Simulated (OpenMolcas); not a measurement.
Os VI.

```json
{
 "Program": "OpenMolcas",
 "Basis": "ANO-RCC-VTZP [8s7p5d3f2g1h]",
 "Scalar Hamiltonian": "DKH2, point nucleus",
 "Active space": "9 electrons in 8 orbitals (RAS1 5p, at most 2 holes; RAS2 5d)",
 "State averaging": "2S+1 = 4 even, 10 roots; 2S+1 = 2 even, 40 roots",
 "Spin-orbit coupling": "RASSI with atomic mean-field integrals over the reference wave functions, term energies averaged over their components"
}
```

Two sets of levels on these reference wave functions, in cm⁻¹ above 5d³ ⁴F_3/2: one from RASSCF and one from MS-RASPT2, IPEA 0.25 Eh, imaginary shift 0.1 Eh (closed shells correlated: 5s).

```csv
Level,Set 1,Set 2
5d³ ⁴F_3/2,0.0,0.0
5d³ ⁴F_5/2,6770,6560
5d³ ⁴F_7/2,12020,12060
5d³ ⁴F_9/2 [55 %],15320,15970
5d³ ⁴P_1/2 [66 %],17450,18930
5d³ ²G_7/2,23920,25550
5d³ ²H_9/2 [56 %],25110,26810
5d³ ⁴P_5/2,25990,26970
5d³ ²P_1/2 [66 %],29970,32190
5d³ ²H_11/2,33480,36230
5d³ ²D_5/2(1),36160,37770
5d³ ²G_9/2 [56 %],38600,40560
5d³ ²P_3/2 [55 %],41670,43710
5d³ ²F_5/2,41460,45180
5d³ ²F_7/2,42260,45970
5d³ ²D_3/2(2),62500,66060
```

Task: Which set is which?

Result: Set 1 is MS-RASPT2. Its levels of the other terms of 5d³ lie at 0.92 to 0.96 of the other set's values, as expected, since terms of lower spin or lower L gain more correlation energy than the Hund ground term. Against 13 measured levels (the list in Brasseur, Palmeri and Quinet, Atoms 13, 11 (2025)) the mean absolute deviation is 1200 cm-1 with it and 3000 cm-1 without; single levels miss by up to 1900 cm-1 with it.

CASPT2 breaks the degeneracy within a term, and the mean is taken; among the terms shown or strongly mixed into the levels shown the widest spread is 870 cm-1 (5d³ ⁴F, MS-RASPT2). Active for correlation alone: 5p; no level in the range computed is led by a configuration that opens it, so any true level of that kind is missing. Without dynamic correlation excited terms often stand tens of per cent too high (terms of higher spin than the ground term too low), and those without a measured partner can miss by more than the paired ones (holds for RASSCF). Measured partners are found by configuration, term and J. A level has none where our copy of the source lacks it or the pairing is in doubt (some pairs that miss far off the trend of their configuration count as doubtful), and it then counts in no deviation. Levels of configurations outside the active space are missing. The table leaves out levels that lie high or whose names do not pair safely across all columns.

A share in square brackets marks a mixed level and gives the weight of the term that names it, the lowest over the columns. A number in round brackets counts repeated terms of one configuration in the order of the reference energies.
